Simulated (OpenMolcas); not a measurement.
An OpenMolcas run meant for neutral germanium (ANO-RCC-VDZP, DKH4; inactive shells 1s 2s 2p 3s 3p 3d; intended active space 4 electrons in 8 orbitals (4s 4p 5s 5p)). One step of its input:

```
&RASSCF
FileOrb=start.orb
Symmetry=1
Spin=3
nActEl=4 0 0
Inactive=6 8
Ras2=2 6
CIRoot=18 18 1
SDav=186
CIMx=300
Iter=99 100
PrWF=0.3
OrbListing=Nothing
MaxOrb=0
Atom
CIOnly
>>> COPY $Project.JobIph JOB001
```

Lines from the output:

```
--- SEWARD ---
Basis set label: GE.ANO-RCC...5S4P2D.

      Electronic valence basis set:
      ------------------
      Associated Effective Charge  32.000000 au
      Associated Actual Charge     32.000000 au
      Nuclear Model: Point charge

      Shell  nPrim  nBasis  Cartesian Spherical Contaminant
         s      20       5        X
         p      17       4        X
         d      11       2                 X
Relativistic=R04O02
                  Relativistic Douglas-Kroll-Hess integrals:
                    - DKH order of Hamiltonian: 4
                    - DKH order of Properties : 2
--- RASSCF ---

         Deleted:   0   0
 Basis functions:  15  12
  Have you used a too small basis set?
 ********************************************
--- Stop Module: rasscf at  /rc=_RC_INPUT_ERROR_ ---
.####################.
.# User input error #.
.####################.
```

Question: What is wrong with the input?

Answer: The inactive counts of the gerade and ungerade irreps are swapped.
